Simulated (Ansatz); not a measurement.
Clusters of 4 atoms, II-VI: gap (eV) at several levels, gas phase, relaxed structures; Ansatz. Clusters are the lowest isomers that short searches found in that spin, judged at the geometry's level. Core potentials for Cd, Hg, Sr, Te in the def2 sets, no spin–orbit coupling. HOMO and LUMO are taken over both spins. Singlets are spin-restricted. The structures are stationary points that may keep the symmetry of their start. Remarks come from the PBE and PBE0 runs and from stability tests at other levels; not every state was tested.

```
species    state             geometry  PBE-D4/def2-SVP  PBE-D4/def2-TZVP                                                                              remarks
  Be2O2  singlet   B3LYP-D4/def2-TZVP             2.66              2.75                                                                                    –
 Mg2Te2  singlet   r2SCAN-D4/def2-SVP             1.46              1.55                                                                                    –
  Hg2S2  singlet   r2SCAN-D4/def2-SVP             0.89              0.95                                                                                    –
 Be2Se2  singlet  r2SCAN-D4/def2-TZVP             1.88              2.00                                                                                    –
  Cd2S2  singlet   r2SCAN-D4/def2-SVP             0.33              0.44  triplet 0.07 eV lower at PBE0-D4/def2-TZVP (not tabulated), restricted SCF unstable
  Mg2S2  singlet  r2SCAN-D4/def2-TZVP             1.67              1.79                                                                                    –
 Sr2O2⁺  doublet  r2SCAN-D4/def2-TZVP             1.18              1.23                                                                                    –
```

**Question.** Estimate the column for PBE0-D4/def2-SVP.

**Answer.** Be2O2 4.99; Mg2Te2 2.94; Hg2S2 2.64; Be2Se2 3.62; Cd2S2 1.97; Mg2S2 3.37; Sr2O2⁺ 3.91.
